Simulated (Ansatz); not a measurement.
`[CH3][Ge]([F])([F])[Br]` → `FBr` + `[CH3][Ge][F]`  (germylene formation by 1,1-elimination)

Program: Ansatz. Geometries: PBE0-D4/def2-TZVP. ΔE: electronic, gas phase. CCSD(T)/CBS is the MP2 limit (def2-TZVPP, def2-QZVPP) plus CCSD(T) − MP2 in def2-TZVPP, frozen cores. Functionals use def2-TZVPP. For Br, Ge outer-core shells are correlated without core-valence functions, which leaves a few kJ/mol of doubt a bond. Scalar relativity is left out up to krypton.

```csv
level,ΔE (eV),difference from CCSD(T)/CBS
BLYP-D4,4.65,-0.66
ωB97X-V,5.32,0.01
ωB97M-V,5.17,-0.14
B2PLYP,5.20,-0.11
r2SCANh,5.49,0.18
r2SCAN0,5.60,0.29
BHLYP,5.28,-0.03
RPA@PBE/def2-TZVPP,5.06,-0.25
HF/def2-TZVPP,5.54,0.23
HF/CBS(def2),5.48,0.17
CCSD(T)/CBS,5.31,0
```

(1) What do rigid-rotor, harmonic-oscillator terms from PBE0-D4/def2-TZVP frequencies (298.15 K, 1 bar) make of the CCSD(T)/CBS value? (An estimate is asked.)

Largest T1 diagnostic among the species: 0.013.

Answers

(1) The calculation gave: ΔZPE = -0.11 eV, ΔH = +5.22 eV, ΔS = 160 J/(mol·K), ΔG = +4.73 eV.

From PBE to PBE0 (25 % exact exchange), in def2-TZVPP and without D4, ΔE moves by +0.37 eV. At CCSD(T), def2-SVP lies +0.13 eV from the extrapolated value and def2-TZVPP +0.13 eV.
